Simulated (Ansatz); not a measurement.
## Abstraction of Cl: SbCl3 + GeHCl2 → SbCl2 + GeHCl3

Gas-phase species: SbCl3 (antimony trichloride) `[Cl][Sb]([Cl])[Cl]`, singlet; GeHCl2 `[Cl][GeH][Cl]`, doublet; SbCl2 `[Cl][Sb][Cl]`, doublet; GeHCl3 `[Cl][GeH]([Cl])[Cl]`, singlet. A radical takes Cl: the energy is the difference in strength between the Sb–Cl bond broken and the Ge–Cl bond made.

Shapes, held fixed at every level: PBE0-D4/def2-TZVP. Programs: Ansatz 0.2.0. The zero-point and thermal change to 298 K, harmonic and unscaled (PBE0-D4/def2-TZVP), is +2.5 kJ/mol.

| level | kind | ΔH(298 K) (kJ/mol) | less CCSD(T)/def2-TZVPP |
| --- | --- | --- | --- |
| MP2/def2-TZVPP | perturbation theory | -78.6 | +0.6 |
| HF/def2-TZVPP | Hartree–Fock | -85.8 | -6.6 |
| SPW92/def2-TZVPP | LDA | -49.4 | +29.8 |
| PBE-D4/def2-TZVPP | GGA | -45.6 | +33.6 |
| BHLYP-D4/def2-TZVPP | global hybrid | -68.4 | +10.8 |
| wB97M-V/def2-TZVPP | range-separated hybrid | -68.1 | +11.1 |
| CCSD/def2-TZVPP | coupled cluster or CI | -82.7 | -3.5 |
| CCSD(T)/def2-TZVPP | coupled cluster or CI | -79.2 | 0.0 |

The highest level, CCSD(T)/def2-TZVPP, gives ΔH(298 K) = -79.2 kJ/mol; the levels span -85.8 to -45.6. The column of differences is taken from that level and isn't an error. No measured value is set beside it here. Open shells run unrestricted. For atoms past krypton def2 sets carry core potentials with scalar relativity. Relativity is left out for Ge. Outer-core shells of Ge, Sb are correlated, in sets that cover them unevenly.
